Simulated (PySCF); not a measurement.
Two species compared at the same levels of theory.

First species: C5H6FNS.
SMILES: `C[C@@H](C#N)S/C=C/F`

Second species: C6H4ClO2 (charge -1).
Geometry (GFN2-xTB, Å), atoms numbered from 1 in this order:
```
atom  x, y, z in Å
O1     2.847   -0.319   -1.076
C2     2.192   -0.088   -0.059
O3     2.551    0.111    1.111
C4     0.644   -0.094   -0.190
C5    -0.151   -1.057   -0.690
C6    -1.539   -0.777   -0.368
C7    -1.615    0.347    0.355
C8    -0.230    0.875    0.557
Cl9   -0.095    2.537   -0.069
H10    0.177   -1.915   -1.249
H11   -2.366   -1.398   -0.676
H12   -2.489    0.848    0.732
H13    0.071    0.931    1.606
```

Levels: PBE0/def2-SVPD for HOMO energy, LUMO energy, HOMO–LUMO gap, static isotropic polarisability and electronic spatial extent ⟨r²⟩ about the centre of nuclear charge; TDDFT PBE0/def2-SVPD for lowest singlet excitation; TDA PBE0/def2-SVPD for lowest triplet excitation (Tamm–Dancoff); GFN2-xTB for rotational constant A and rotational constant C. Geometries: GFN2-xTB. All species are isolated and taken at one optimised geometry, non-relativistic unless stated; the electronic structure was computed with PySCF and density fitting.

Dipoles, sizes and rotational constants follow the conformer. The torsions of the flexible species, by atom-mapped SMILES:
- `[CH3:1][C@@H:2]([C:3]#[N:4])[S:5]/[CH:6]=[CH:7]/[F:8]`: C1–C2–S5–C6 -64°, C2–S5–C6–C7 -17°
- `[O:1]=[C:2]([O-:3])[C:4]1=[CH:5][CH:6]=[CH:7][C@@H:8]1[Cl:9]`: O1–C2–C4–C5 54°

Values for the first species:

| Quantity | Value |
| --- | --- |
| HOMO energy | -6.77 eV |
| LUMO energy | -0.70 eV |
| HOMO–LUMO gap | 6.07 eV |
| Lowest singlet excitation | 4.78 eV |
| Lowest triplet excitation (Tamm–Dancoff) | 3.72 eV |
| Static isotropic polarisability | 83.0 au |
| Electronic spatial extent ⟨r²⟩ about the centre of nuclear charge | 1201 bohr² |
| Rotational constant A | 2.083 GHz |
| Rotational constant C | 1.017 GHz |

(1) Estimate the same properties for the second species, and the change in each.

Answers

(1) 
```tsv
property	first	second	second less first
HOMO energy	-6.77 eV	-1.98 eV	+4.79 eV
LUMO energy	-0.70 eV	2.12 eV	+2.82 eV
HOMO–LUMO gap	6.07 eV	4.10 eV	-1.97 eV
lowest singlet excitation	4.78 eV	3.12 eV	-1.66 eV
lowest triplet excitation (Tamm–Dancoff)	3.72 eV	2.32 eV	-1.40 eV
static isotropic polarisability	83.0 au	97.5 au	+14.5 au
electronic spatial extent ⟨r²⟩ about the centre of nuclear charge	1201 bohr²	1319 bohr²	+118 bohr²
rotational constant A	2.083 GHz	1.920 GHz	-0.163 GHz
rotational constant C	1.017 GHz	0.891 GHz	-0.126 GHz
```

On the first: No computed singlet falls in the visible range (750 to 380 nm, 1.65 to 3.26 eV); S1 lies 1.52 eV above its blue end. The principal polarisabilities are 70.5, 87.3 and 91.1 au; their mean is the isotropic value.

On the second: In wavenumbers S1 is 25200 cm⁻¹ (1 eV = 8065.54 cm⁻¹). The vertical singlet–triplet gap S1 − T1 is 0.80 eV (TDDFT singlet less Tamm–Dancoff triplet; S1: HOMO→LUMO, weight 0.86; T1: HOMO→LUMO, weight 0.61, beside HOMO−3→LUMO, weight 0.31).
